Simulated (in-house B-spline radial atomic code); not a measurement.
Configurations of Ar+, with energies counted from [Ne] 3s2 3p5. Level of theory: Dirac-Hartree-Fock, average of configuration, Fermi nucleus of rms radius 3.4274 fm; calculated with an all-electron radial atomic-structure program (B-spline basis). Energies include first-order Breit, QED and recoil terms.

Occupations are held fixed; configurations that lie above the ionisation limit could autoionise.

```
   configuration  E - E(ref) (eV)  highest orbital  its <r> (bohr)
[Ne] 3s2 3p4 4s1            17.08            4s1/2           4.083
    [Ne] 3s1 3p6           18.664            3p3/2            1.56
[Ne] 3s2 3p4 3d1           18.811            3d5/2           2.803
[Ne] 3s2 3p4 5s1           22.473            5s1/2           8.379
[Ne] 3s1 3p5 5d1           42.921            5d5/2           13.68
[Ne] 3s1 3p5 5f1           43.427            5f5/2           15.66
```

Q: Order these further configurations by energy, lowest first.
A. [Ne] 3s2 3p4 5g1
B. [Ne] 3s2 3p4 7g1
C. [Ne] 3s1 3p5 7g1
D. [Ne] 3s2 3p4 7d1
E. [Ne] 3s2 3p4 5d1

A: E (24.743 eV), A (25.223 eV), D (26.122 eV), B (26.289 eV), C (44.5 eV).

Q: How far above the reference does [Ne] 3s1 3p5 6g1 lie?

A: 44.099 eV; its least bound orbital is 6g9/2 with <r> = 22 bohr.

Q: How far above the reference does [Ne] 3s2 3p4 4d1 lie?

A: 23.021 eV; its least bound orbital is 4d5/2 with <r> = 7.739 bohr.
